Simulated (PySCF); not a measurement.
# What a mistake does to a calculation on BH7NSi2 cation

These are calculations, not measurements. The program is PySCF 2.14.0, an open-source quantum chemistry code, run on an isolated molecule that a program drew, which may never have been made. The molecule is BH7NSi2 cation (charge +1, singlet), drawn as the SMILES string `NB[SiH+][SiH3]`.

Each row is a Hartree-Fock (HF) and frozen-core CCSD(T) single point in the cc-pV(D+d)Z basis, meant for a local HF minimum. Run 1 is clean. Each other run has one planted mistake out of seven kinds, and not every kind appears here: one electron removed, one electron added, multiplicity raised by two, geometry at a saddle point, minimal basis STO-3G, one bond length entered in bohr, all coordinates scaled. The reference is restricted for singlets and unrestricted otherwise, and also for a bond in bohr. Adding or removing an electron swaps singlet and doublet. Electrons count all cores. HOMO and LUMO are orbital energies over both spins, the gradient is its largest component, and the lowest frequency (negative if imaginary) is given only where the gradient is small. Bond lengths are over the 10 bonds as drawn. T1 is the CCSD diagnostic: over 0.02 (restricted) or 0.045 (unrestricted) a single reference is doubtful.

Geometry of the clean run:
```xyz
11
BH7NSi2 cation, angstrom
N    -2.5586    2.0498   -1.6617
B    -1.6071    1.5369   -2.4990
Si    0.2790    0.9620   -1.9480
Si    1.0727   -1.2031   -1.2696
H    -2.4551    2.2188   -0.6818
H    -3.4624    2.3136   -2.0077
H    -1.8042    1.3670   -3.6678
H     1.3414    1.9726   -2.1231
H    -0.0968   -2.0914   -1.2210
H     2.0562   -1.5676   -2.3027
H     1.6786   -0.9523    0.0495
```

| run | electrons | basis functions | <S^2> | HOMO (eV) | LUMO (eV) | gradient (hartree/bohr) | lowest frequency (cm^-1) | mean bond (Å) | longest bond (Å) | T1 | HF (hartree) | CCSD(T) (hartree) | mistake |
|---|---|---|---|---|---|---|---|---|---|---|---|---|---|
| 1 | 46 | 109 | 0.000 | -15.65 | -5.23 | 3.4e-05 | 36 | 1.4910 | 2.404 | 0.0165 | -660.84532 | -661.35448 | no fault |
| 2 | 47 | 109 | 0.770 | -7.06 | 2.11 | 3.4e-02 | - | 1.4910 | 2.404 | 0.0152 | -661.07033 | -661.59375 | one electron added |
| 3 | 46 | 109 | 0.846 | -14.11 | -5.27 | 8.0e-03 | - | 1.6218 | 2.777 | 0.0430 | -660.73302 | -661.23029 | one bond length entered in bohr |
| 4 | 46 | 35 | 0.000 | -14.06 | -1.46 | 2.9e-02 | - | 1.4910 | 2.404 | 0.0181 | -653.25779 | -653.48287 | minimal basis STO-3G |
| 5 | 45 | 109 | 0.800 | -21.87 | -13.45 | 8.7e-02 | - | 1.4910 | 2.404 | 0.0298 | -660.31001 | -660.80396 | ? |
| 6 | 46 | 109 | 2.036 | -13.04 | -7.45 | 5.7e-02 | - | 1.4910 | 2.404 | 0.0196 | -660.75320 | -661.26096 | ? |

**Which mistake was planted in run 5, and what did it cost?**

It counts 45 electrons, one fewer than the clean run, at the same geometry and basis. So the mistake is: one electron removed. Subtracting run 1 and multiplying by 627.51 kcal/mol a hartree, the energy moved by 335.9 kcal/mol in HF and 345.5 kcal/mol in CCSD(T).

**Which mistake was planted in run 6, and what did it cost?**

Electrons, basis and geometry are unchanged, and <S^2> is 2.036, beside S(S+1) = 2.00 for a multiplicity of 3. So the mistake is: multiplicity raised by two. Subtracting run 1 and multiplying by 627.51 kcal/mol a hartree, the energy moved by 57.8 kcal/mol in HF and 58.7 kcal/mol in CCSD(T).

